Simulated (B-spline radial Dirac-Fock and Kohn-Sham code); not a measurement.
## Ionisation energies of holmium ions, computed and tabulated

Method: Dirac-Fock ΔSCF + Breit + QED. Computed with an atomic code on a B-spline grid. Each value is the difference of the configuration-average energies of two neighbouring ions in their tabulated ground configurations. Electron correlation is not included. NIST's values refer to the lowest levels; many for high charge states are themselves semi-empirical or theoretical. Where a p, d or f shell is open in either ion the computed value averages over both j values and all terms, while the table refers to the lowest levels; that difference holds spin-orbit splitting (largest in heavy or highly charged ions), term energies where several electrons share open shells, and correlation, and it can reach 10 % or more.

| ion | configuration | computed (eV) | NIST (eV) | kind | NIST − computed (eV) |
| --- | --- | --- | --- | --- | --- |
| Ho⁵⁰⁺ | [Ne] 3s2 3p5 | 4652.5 | 4576 ± 4 | theoretical | -76.55 |
| Ho⁵¹⁺ | [Ne] 3s2 3p4 | 4764.5 | 4693 ± 4 | theoretical | -71.47 |
| Ho⁵²⁺ | [Ne] 3s2 3p3 | 4877.3 | 4802 ± 4 | theoretical | -75.32 |
| Ho⁵³⁺ | [Ne] 3s2 3p2 | 4991.1 | 5135 ± 5 | theoretical | +143.90 |
| Ho⁵⁴⁺ | [Ne] 3s2 3p1 | 5105.8 | 5258 ± 5 | theoretical | +152.19 |
| Ho⁵⁵⁺ | [Ne] 3s2 | 5493.5 | 5494 ± 5 | theoretical | +0.51 |
| Ho⁵⁶⁺ | [Ne] 3s1 | 5611.2 | 5611 ± 5 | theoretical | -0.16 |
| Ho⁵⁷⁺ | [He] 2s2 2p6 | 12789.5 | 12495 ± 6 | theoretical | -294.50 |
| Ho⁵⁸⁺ | [He] 2s2 2p5 | 13099.7 | 12790 ± 6 | theoretical | -309.71 |
| Ho⁵⁹⁺ | [He] 2s2 2p4 | 13413.2 | 13116 ± 7 | theoretical | -297.17 |
| Ho⁶⁰⁺ | [He] 2s2 2p3 | 13729.9 | 13417 ± 10 | theoretical | -312.86 |
| Ho⁶¹⁺ | [He] 2s2 2p2 | 14049.8 | 14639 ± 12 | theoretical | +589.19 |
| Ho⁶²⁺ | [He] 2s2 2p1 | 14373.0 | 14998 ± 15 | theoretical | +624.98 |
| Ho⁶³⁺ | [He] 2s2 | 15447.9 | 15448 ± 19 | theoretical | +0.14 |
| Ho⁶⁴⁺ | [He] 2s1 | 15745.4 | 15745.77 ± 0.11 | theoretical | +0.35 |
| Ho⁶⁵⁺ | 1s2 | 63768.6 | 63772.42 ± 0.11 | theoretical | +3.81 |
| Ho⁶⁶⁺ | 1s1 | 65137.0 | 65137.13 ± 0.16 | theoretical | +0.09 |

Question: Where in this range is the largest relative jump, and why?

Answer: From Ho⁶⁴⁺ (15745.4 eV) to Ho⁶⁵⁺ (63768.6 eV), a factor of 4.05. The configuration goes from [He] 2s1 to 1s2, so the next electron comes out of a deeper subshell.
